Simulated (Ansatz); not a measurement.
Name a neutral molecule of Cl, F, N, Si and H with zero-point energy (PBE0-D4/def2-TZVP) between 115 and 131 kJ/mol and HOMO energy (PBE0/def2-TZVPP) between -9.10 and -8.80 eV (Ansatz, PBE0-D4/def2-TZVP geometry).

`F[SiH2]N[Si](F)(Cl)Cl` (116.7 kJ/mol, -8.89 eV). Other molecules can fit too; these were computed, each in one conformer that needn't be the lowest.
